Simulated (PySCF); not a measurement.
## Energy of Sc (scandium, neutral) between two integer charges

The 4s beta orbital of [Ar] 3d1 4s2 is emptied in steps (occupation f), with all orbitals relaxed, ending at [Ar] 3d1 4s1. Computed with PySCF 2.14 in def2-TZVPPD, with no relativity, point nucleus. The exact energy is a straight line in f; departures are measured from the line between the end points of the same method.

| f | BHandHLYP (eV) | TPSS (eV) |
| --- | --- | --- |
| 1 | 0.000 | 0.000 |
| 0.9 | -0.117 | -0.202 |
| 0.7 | -0.278 | -0.467 |
| 0.5 | -0.336 | -0.545 |
| 0.3 | -0.287 | -0.445 |
| 0.1 | -0.124 | -0.191 |
| 0 | 0.000 | 0.000 |

**Question.** For BHandHLYP, how does the orbital energy at f = 1 compare with the removal energy?

**Answer.** −ε = 5.046 eV against a total-energy difference of 6.341 eV. By Janak's theorem ε = ∂E/∂f, so the gap between them reflects the curvature. Along the path −ε is 5.290 (f = 0.9), 5.790 (f = 0.7), 6.313 (f = 0.5), 6.866 (f = 0.3), 7.450 (f = 0.1) eV.

```tsv
method	E(f=0) − E(f=1) (eV)	−ε at f=1 (eV)	−ε at f=0.5 (eV)
BHandHLYP	6.341	5.046	6.313
TPSS	6.101	3.860	6.179
```

Reference removal energy between the ground levels: 6.561 eV (measured; NIST Atomic Spectra Database, ionization energies). The calculation has no spin-orbit coupling.
